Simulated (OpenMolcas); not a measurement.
An OpenMolcas run meant for Pd+ (ANO-R3, X2C; inactive shells 1s 2s 2p 3s 3p 3d 4s 4p; intended active space 9 electrons in 6 orbitals (4d 5s)). One step of its input:

```
&RASSCF
FileOrb=start.orb
Symmetry=1
Spin=4
nActEl=9 0 0
Inactive=9 9
Ras2=6 0
CIRoot=22 22 1
SDav=20
CIMx=300
Iter=65 100
PrWF=0.3
OrbListing=Nothing
MaxOrb=0
Atom
CIOnly
>>> COPY $Project.JobIph JOB001
```

Lines from the output:

```
...
      Number of secondary orbitals              77
      Spin quantum number                      1.5
      State symmetry                             1
Orbital specifications:
      -----------------------

      Symmetry species                           1   2
                                                ag  au
      Frozen orbitals                            0   0
      Inactive orbitals                          9   9
      Active orbitals                            6   0
      RAS1 orbitals                              0   0
      RAS2 orbitals                              6   0
      RAS3 orbitals                              0   0
      Secondary orbitals                        36  41
      Deleted orbitals                           0   0
      Number of basis functions                 51  50
      Number of CSFs                            20
      Number of root(s) required                22
 ************ ERROR ***********
  You can't ask for more roots
  than there are configurations
 ******************************
--- Stop Module: rasscf at  /rc=_RC_INPUT_ERROR_ ---
.####################.
.# User input error #.
.####################.
```

Problem. What is wrong with the input?

Solution. CIRoot asks for more roots than the active space has configuration state functions.
